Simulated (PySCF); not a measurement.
**Two-component Hartree-Fock for Mn²¹⁺ (manganese, charge +21)**

Start: [He] 2s2. Calculated with PySCF 2.14 in an even-tempered Gaussian basis (17 s from 1.3 bohr⁻², ratio 2.6; 12 p from 1.7 bohr⁻², ratio 2.6; 7 d from 1.7 bohr⁻², ratio 2.8; 4 f from 36 bohr⁻², ratio 2.8): generalised Hartree-Fock with the X2C-1e Hamiltonian and a Gaussian nucleus; spin-orbit coupling (SO) screened by Boettger's factors.

| spinor shell | electrons | ε, screened SO (eV) | weight of nominal j (screened SO) | rms radius, screened SO (bohr) |
| --- | --- | --- | --- | --- |
| 1s1/2 | 2 | -7888.6 | 1.000 | 0.0696 |
| 2s1/2 | 2 | -1782.8 | 1.000 | 0.273 |

```json
{"quantity": "E (hartree)", "screened SO": "-749.07830"}
{"quantity": "M_J", "screened SO": "0"}
{"quantity": "⟨J²⟩", "screened SO": "0.000"}
{"quantity": "⟨L²⟩", "screened SO": "0.000"}
{"quantity": "⟨S²⟩", "screened SO": "0.000"}
```
